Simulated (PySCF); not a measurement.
Simulation results for CH3FSi, CH4OSi, B2Cl2H2, BFH3NSi

Computed with PySCF 2.14.0. Calculation on a computer-drawn molecule: optimised geometry and harmonic frequencies of an isolated molecule of the commonest isotopes, restricted reference for singlets and unrestricted otherwise, frozen core in MP2.

Common to all runs: charge 0; multiplicity 1; basis cc-pV(D+d)Z.

(1) CH3FSi

Start structure:
```xyz
6
CH3FSi
C     -1.5018     2.6749    -1.6224
Si    -0.8471     0.9928    -1.0566
F      0.6768     1.4578    -0.6901
H     -1.4026     3.4051    -0.8095
H     -0.8971     3.0469    -2.4591
H     -2.5486     2.6340    -1.9344
```

* method: MP2
* rotational constants: 21.04, 7.674, 5.829 GHz
* total energy: -428.4236 hartree
* convergence status largest gradient component: 2.684e-05 hartree/bohr

Drawn bonds:
```
atom  other atom  order
   1           2      1
   2           3      1
   1           4      1
   1           5      1
   1           6      1
```

Optimised structure:
```xyz
6
CH3FSi
C     -1.5064     2.6741    -1.6237
Si    -0.8477     0.9873    -1.0556
F      0.6945     1.4503    -0.6830
H     -1.4039     3.4118    -0.8044
H     -0.8946     3.0509    -2.4661
H     -2.5624     2.6370    -1.9393
```

Modes:
```
frequency (cm⁻¹)  reduced mass (dalton)
           57.98                  1.134
           269.4                  3.328
           531.7                  1.166
           665.6                  4.106
           738.1                  1.592
           836.8                  8.163
            1247                  1.267
            1424                  1.051
            1438                  1.058
            3055                  1.037
            3151                  1.098
            3187                  1.102
```

(2) CH4OSi

Start structure:
```xyz
7
CH4OSi
C     -1.5232    -0.5507     0.0924
Si    -2.3816     0.9275     0.7559
O     -1.7288     1.1940     2.2337
H     -0.3607    -0.4813     0.0779
H     -1.6585    -1.4916     0.8005
H     -1.8662    -0.9232    -0.8629
H     -1.0187     0.6232     2.6508
```

* method: HF
* rotational constants: 20.6, 7.762, 5.843 GHz
* total energy: -404.0031 hartree
* convergence status largest gradient component: 3.053e-05 hartree/bohr

Drawn bonds:
```
atom  other atom  order
   1           2      1
   2           3      1
   1           4      1
   1           5      1
   1           6      1
   3           7      1
```

Optimised structure:
```xyz
7
CH4OSi
C     -1.4975    -0.6054     0.1420
Si    -2.4196     0.9541     0.7581
O     -1.6955     1.1648     2.2326
H     -0.4127    -0.4355     0.1197
H     -1.6804    -1.4489     0.8218
H     -1.8144    -0.9066    -0.8600
H     -1.0178     0.5753     2.5342
```

Modes:
```
frequency (cm⁻¹)  reduced mass (dalton)
           74.34                  1.104
           299.9                  2.716
           516.2                  1.125
           653.9                  1.878
           659.3                  1.846
           776.3                  1.227
           866.9                  4.334
           943.4                  1.622
            1358                   1.25
            1533                  1.052
            1550                  1.057
            3127                  1.038
            3198                  1.099
            3242                  1.099
            4132                  1.067
```

(3) CH4OSi

Start structure:
```xyz
7
CH4OSi
C     -1.4975    -0.6054     0.1420
Si    -2.4196     0.9541     0.7581
O     -1.6955     1.1648     2.2326
H     -0.4127    -0.4355     0.1197
H     -1.6804    -1.4489     0.8218
H     -1.8144    -0.9066    -0.8600
H     -1.0178     0.5753     2.5342
```

- method: MP2
- rotational constants: 20.08, 7.711, 5.775 GHz
- total energy: -404.4218 hartree
- convergence status largest gradient component: 2.21e-05 hartree/bohr

Drawn bonds:
```
atom  other atom  order
   1           2      1
   2           3      1
   1           4      1
   1           5      1
   1           6      1
   3           7      1
```

Optimised structure:
```xyz
7
CH4OSi
C     -1.4996    -0.5978     0.1480
Si    -2.4313     0.9677     0.7534
O     -1.6976     1.1792     2.2504
H     -0.4059    -0.4204     0.1326
H     -1.6824    -1.4419     0.8428
H     -1.8065    -0.9194    -0.8616
H     -1.0145     0.5305     2.4827
```

Modes:
```
frequency (cm⁻¹)  reduced mass (dalton)
           53.64                  1.101
           277.2                  2.697
           502.8                  1.116
           633.6                  1.729
           637.5                  2.019
           721.3                  1.258
           823.5                   4.94
           912.3                  1.514
            1247                  1.253
            1434                  1.051
            1452                  1.055
            3044                  1.038
            3138                  1.099
            3179                    1.1
            3816                  1.067
```

(4) B2Cl2H2

Start structure:
```xyz
6
B2Cl2H2
Cl    -0.6595     0.6570    -0.4280
B      0.8251     1.4723    -0.8430
B      1.1929     1.7466    -2.4726
Cl     2.3077     0.5975    -3.2301
H      1.3944     1.7861     0.0782
H      0.9489     2.6466    -3.0452
```

* method: HF
* rotational constants: 15.93, 1.607, 1.536 GHz
* total energy: -969.6010 hartree
* convergence status largest gradient component: 1.328e-05 hartree/bohr

Drawn bonds:
```
atom  other atom  order
   1           2      1
   2           3      1
   3           4      1
   2           5      1
   3           6      1
```

Optimised structure:
```xyz
6
B2Cl2H2
Cl    -0.7040     0.6268    -0.4692
B      0.8087     1.4701    -0.8185
B      1.2497     1.7388    -2.4402
Cl     2.2987     0.5696    -3.2490
H      1.4535     1.8202     0.1243
H      0.9029     2.6807    -3.0881
```

Modes:
```
frequency (cm⁻¹)  reduced mass (dalton)
           75.72                  7.994
           202.3                  2.881
           243.2                  2.833
           639.6                  3.075
           783.9                  3.067
           863.3                  2.028
             869                  2.254
           950.9                  1.722
            1097                  1.244
            1232                  2.281
            2748                   1.09
            2758                  1.096
```

(5) B2Cl2H2

Start structure:
```xyz
6
B2Cl2H2
Cl    -0.7040     0.6268    -0.4692
B      0.8087     1.4701    -0.8185
B      1.2497     1.7388    -2.4402
Cl     2.2987     0.5696    -3.2490
H      1.4535     1.8202     0.1243
H      0.9029     2.6807    -3.0881
```

* method: MP2
* rotational constants: 15.45, 1.656, 1.576 GHz
* total energy: -970.0324 hartree
* convergence status largest gradient component: 8.127e-06 hartree/bohr

Drawn bonds:
```
atom  other atom  order
   1           2      1
   2           3      1
   3           4      1
   2           5      1
   3           6      1
```

Optimised structure:
```xyz
6
B2Cl2H2
Cl    -0.6794     0.6065    -0.4906
B      0.8106     1.4761    -0.8175
B      1.2507     1.7448    -2.4385
Cl     2.2660     0.5546    -3.2358
H      1.4496     1.8303     0.1406
H      0.9120     2.6939    -3.0989
```

Modes:
```
frequency (cm⁻¹)  reduced mass (dalton)
            71.5                  8.151
           184.5                  2.766
             225                  2.792
           639.9                  2.827
           770.6                  2.188
           841.7                   2.21
           863.8                  2.871
           927.8                  1.577
            1058                  1.307
            1196                    2.6
            2674                   1.09
            2683                  1.097
```

(6) BFH3NSi

Start structure:
```xyz
7
BFH3NSi
F     -1.0836    -0.3082    -2.0067
B     -0.6225    -1.0037    -1.0636
N     -0.2449    -1.7138    -0.1272
Si     0.4358    -2.6490     1.2166
H     -0.1451    -2.0949     2.3884
H      1.8914    -2.3993     1.1934
H      0.0437    -4.0333     0.9331
```

* method: HF
* rotational constants: 86.83, 2.136, 2.136 GHz
* total energy: -469.3509 hartree
* convergence status largest gradient component: 1.382e-05 hartree/bohr

Drawn bonds:
```
atom  other atom  order
   1           2      1
   2           3      2
   3           4      1
   4           5      1
   4           6      1
   4           7      1
```

Optimised structure:
```xyz
7
BFH3NSi
F     -1.1148    -0.3001    -2.0485
B     -0.6481    -0.9991    -1.0738
N     -0.1982    -1.6729    -0.1342
Si     0.4192    -2.5981     1.1557
H     -0.1537    -2.1368     2.4395
H      1.8916    -2.4688     1.2224
H      0.0787    -4.0263     0.9729
```

Modes:
```
frequency (cm⁻¹)  reduced mass (dalton)
           111.8                  5.652
           111.8                  5.652
           510.8                  10.57
           510.8                  10.57
           584.1                  11.14
             784                  1.202
             784                  1.202
            1038                  1.047
            1038                  1.047
            1066                  1.089
            1221                  14.97
            2221                  9.088
            2307                  1.051
            2307                  1.051
            2329                  1.045
```
